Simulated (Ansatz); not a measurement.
`[NH2][GeH]([F])[SiH3]` + HCl → `[NH2][GeH]([F])[Cl]` + SiH₄  (cleavage of the Ge–Si bond)

Isolated molecules relaxed with PBE0-D4/def2-TZVP in Ansatz; ΔE leaves out vibrations. CCSD(T)/CBS adds triple-zeta CCSD(T) − MP2 to the extrapolated MP2 energy (def2 sets, frozen cores). This one scheme is used for every species. Functionals use def2-TZVPP. For Ge outer-core shells are correlated without core-valence functions, which leaves a few kJ/mol of doubt a bond. Scalar relativity is left out up to krypton. Each species was taken in one conformer, which may not be the lowest.

```csv
level,ΔE (eV)
PBE-D4,-0.59
ωB97M-V,-0.74
B2PLYP,-0.75
PBE,-0.60
r2SCAN,-0.72
CCSD/def2-TZVPP,-0.73
HF/def2-QZVPP,-0.95
CCSD/CBS(def2),-0.70
```

Question: What does CCSD(T)/CBS give? (Best estimate.)

Answer: Ansatz gave: -0.69 eV. The listed levels differ from it by 0.10, -0.05, -0.06, 0.09, -0.03, -0.04, -0.26, -0.01 eV.

Largest T1 diagnostic among the species: 0.012.

In def2-TZVPP, CCSD(T) changes the Hartree–Fock value by +0.22 eV (the triples alone add +0.01 eV) and MP2 by +0.16 eV. From PBE to PBE0 (25 % exact exchange), in def2-TZVPP and without D4, ΔE moves by −0.06 eV.
